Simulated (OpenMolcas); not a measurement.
Ho3+: effect of the metal basis and ligand basis

Ho3+ with 8 ligands (fluoride) in cubic eightfold coordination (Oh) at 2.33 Å. A charge of +0.625 e stands 2.4 Å behind each ligand.

```yaml
Program: OpenMolcas 26.06
Method: CASSCF
Spin-orbit_coupling: RASSI with atomic mean-field integrals over the reference wave functions
```

Fixed: active space 10 electrons in 7 orbitals (4f), DKH2 Hamiltonian.

States (labels of O, the rotations of Oh). Energies in cm-1 above the lowest state or level, χT in cm3 K/mol.

```
Run   Metal basis  Ligand basis  Ground state  First state of that spin  First gap with spin-orbit (degeneracies)  Width of lowest J  χT at 300 K                     Cost
  A  ANO-RCC-VDZP  ANO-RCC-VDZP           5A2                 5T2 128.9                                0.2 (3, 2)                326       13.676  roughly 80 core-seconds
  B  ANO-RCC-VTZP  ANO-RCC-VTZP           5A2                 5T2 124.3                                0.1 (3, 2)                318       13.693   roughly 6 core-minutes
```

Against A, the width of the lowest J multiplet changes by -2.5 % in B.

Costs are those of the RASSCF and RASSI steps.

High states are left out of the spin-orbit mixing, which shifts the levels that they would mix with. Without dynamic correlation the ligand-field splitting of an f shell can come out too small, at times by half. A group larger than the point group allows holds several states that coincide in this model. No measured value stands beside these numbers; the geometry was imposed, not optimised, and the real ion may take another.
